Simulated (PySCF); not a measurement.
# UHF on Hf²⁺ (hafnium, charge +2)

Configuration: [Xe] 4f14 5d2, high-spin 3F determinant. Calculation: PySCF 2.14, in ANO-RCC-VTZP (8s7p5d3f2g1h, 104 functions); scalar relativity by spin-free X2C-1e.

```
Total energy                        : -15072.193982 hartree
One-electron energy                 : -20661.5329 hartree
Hartree (Coulomb) energy            : 5897.2839 hartree
Exchange energy                     : -307.9450 hartree
⟨S²⟩                                : 2.0053
⟨L²⟩                                : 12.046
Sum of ⟨r⟩                          : 37.30 bohr
Sum of ⟨r²⟩                         : 39.89 bohr²
Langevin diamagnetic susceptibility : -31.6 ×10⁻⁶ cm³/mol
```

| shell | electrons | mean orbital energy (hartree) | spread (hartree) | rms radius, mean of both spins (bohr) |
| --- | --- | --- | --- | --- |
| 1s β | 1 | -2414.01701 | 0 | 0.0215 |
| 1s α | 1 | -2414.01614 | 0 | 0.0215 |
| 2s α | 1 | -418.32333 | 0 | 0.0869 |
| 2s β | 1 | -418.31923 | 0 | 0.0869 |
| 2p α | 3 | -368.27477 | 0 | 0.0788 |
| 2p β | 3 | -368.27066 | 0 | 0.0788 |
| 3s β | 1 | -97.91966 | 0 | 0.222 |
| 3s α | 1 | -97.91833 | 0 | 0.222 |
| 3p β | 3 | -82.62558 | 0 | 0.224 |
| 3p α | 3 | -82.62420 | 0 | 0.224 |
| 3d α | 5 | -63.95764 | 0.00588 | 0.205 |
| 3d β | 5 | -63.95611 | 0.00162 | 0.205 |
| 4s α | 1 | -21.27670 | 0 | 0.498 |
| 4s β | 1 | -21.27518 | 0 | 0.498 |
| 4p α | 3 | -16.14763 | 0 | 0.530 |
| 4p β | 3 | -16.14583 | 0 | 0.530 |
| 4d α | 5 | -9.29494 | 0.01536 | 0.578 |
| 4d β | 5 | -9.28986 | 0.00594 | 0.578 |
| 5s α | 1 | -3.51143 | 0 | 1.23 |
| 5s β | 1 | -3.45038 | 0 | 1.23 |
| 5p α | 3 | -2.20049 | 0 | 1.44 |
| 5p β | 3 | -2.09843 | 0 | 1.44 |
| 4f α | 7 | -1.68463 | 0.00253 | 0.745 |
| 4f β | 7 | -1.67994 | 0.00940 | 0.745 |
| 5d α | 2 | -0.81008 | 0 | 2.27 |

Spin-orbit coupling, absent here, splits the open shell strongly.

Densities and radii are taken from the X2C orbitals without a picture-change correction, which distorts them close to the nucleus.

Spin-orbit constants ζ (cm⁻¹) from the X2C one-electron operator on these orbitals: bare nucleus, nucleus screened by l(l+1)(2l+1)/3 electrons, and screened by the Breit-Pauli mean field of the electrons.

```csv
shell,bare,screened nucleus,mean field
2p,6083000,5914000,n/a
3p,1317000,1281000,n/a
3d,205200,176700,n/a
4p,295400,287200,n/a
4d,39340,33880,n/a
4f,6460,3948,n/a
5p,36100,35100,n/a
5d,2061,1775,n/a
```

To first order the Landé constant is A = 887.5 cm⁻¹, so the lowest level has J = 2 and lies 0.440 eV below the centre of the term. This holds in LS coupling only.
